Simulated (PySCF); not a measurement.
## Simulated absorption spectrum

Compound: C3H12OSi2.
Z-matrix (Å and degrees, PBE0-D3(BJ)/def2-SVP geometry), rows numbered from 1:
```
C 
O   1  1.3961
C   2  1.4181  1  115.09
Si  3  1.9151  2  111.26  1    83.60
C   3  1.5250  2  107.26  1  -154.04
Si  5  1.8982  3  110.43  2    43.64
H   1  1.1063  2  112.41  3   -61.75
H   1  1.1078  2  111.59  3    59.89
H   1  1.0987  2  107.56  3   179.00
H   3  1.1109  2  109.23  1   -37.09
H   4  1.4938  3  108.60  2    64.03
H   4  1.4959  3  109.63  2  -176.65
H   4  1.4954  3  111.92  2   -56.29
H   5  1.1020  3  110.25  2   165.27
H   5  1.1042  3  111.37  2   -76.43
H   6  1.4981  5  109.17  3   160.65
H   6  1.4970  5  109.55  3    42.56
H   6  1.4909  5  112.74  3   -79.71
```

Method used: TDDFT wB97X-D/def2-SVPD, vertical, gas phase, core orbitals frozen in the response in PySCF.

Computed states:

```csv
state,E (eV),f
S1,6.80,0.028
S2,7.31,0.0080
S3,7.50,0.049
S4,7.80,0.057
S5,7.92,0.050
S6,8.00,0.122
S7,8.23,0.028
S8,8.33,0.065
S9,8.45,0.019
S10,8.50,0.014
```

Each state is given a Gaussian of 0.3 eV full width at half maximum, with ε(max) = 2.175×10⁸ f / Δν̃ (Δν̃ the width in cm⁻¹). The width is an assumption, not a result. The curve ends short of the highest state used, and states not computed would add to its high-energy end.

Question: Give the broadened spectrum and its maxima.

Answer: 
| E (eV) | ε (L mol⁻¹ cm⁻¹) |
| --- | --- |
| 6.35 | 4 |
| 6.40 | 16 |
| 6.44 | 43 |
| 6.49 | 121 |
| 6.53 | 249 |
| 6.57 | 466 |
| 6.62 | 888 |
| 6.66 | 1330 |
| 6.71 | 1918 |
| 6.75 | 2302 |
| 6.79 | 2504 |
| 6.84 | 2421 |
| 6.88 | 2111 |
| 6.93 | 1553 |
| 6.97 | 1098 |
| 7.01 | 728 |
| 7.06 | 448 |
| 7.10 | 380 |
| 7.15 | 477 |
| 7.19 | 690 |
| 7.23 | 1024 |
| 7.28 | 1625 |
| 7.32 | 2252 |
| 7.37 | 3167 |
| 7.41 | 3903 |
| 7.46 | 4635 |
| 7.50 | 4962 |
| 7.54 | 5068 |
| 7.59 | 5105 |
| 7.63 | 5336 |
| 7.68 | 6223 |
| 7.72 | 7537 |
| 7.76 | 9349 |
| 7.81 | 12052 |
| 7.85 | 14234 |
| 7.90 | 16429 |

Maxima: 182 nm (6.80 eV), ε about 2500, made up of S1 (100%) (ε in L mol⁻¹ cm⁻¹; maxima over ε = 5, shares over 10%). At its high-energy end, 7.90 eV, the curve is still rising (ε about 16000, from S4, S5 and S6).

Question: Coming from long wavelengths, where does ε first pass 100 L mol⁻¹ cm⁻¹?

Answer: At about 191 nm (6.48 eV), 0.32 eV below S1.

Question: What would ε be at 6.80 eV, the highest of these maxima, with half the width (0.15 eV)?

Answer: About 5030 L mol⁻¹ cm⁻¹ against 2520, a factor of about 2.00; a lone state at its own centre would give exactly 2.

Question: On this curve, what absorbance would a 10⁻⁵ mol/L sample give at 193 nm over a 1 cm path?

Answer: 193 nm is 6.424 eV, where ε is about 29 L mol⁻¹ cm⁻¹, so A = ε c l ≈ 0.00029 (Beer–Lambert, with the gas-phase spectrum and the assumed width).

All these states lie below the vertical ionisation energy of 9.12 eV (ΔSCF).

One conformer stands for the species.
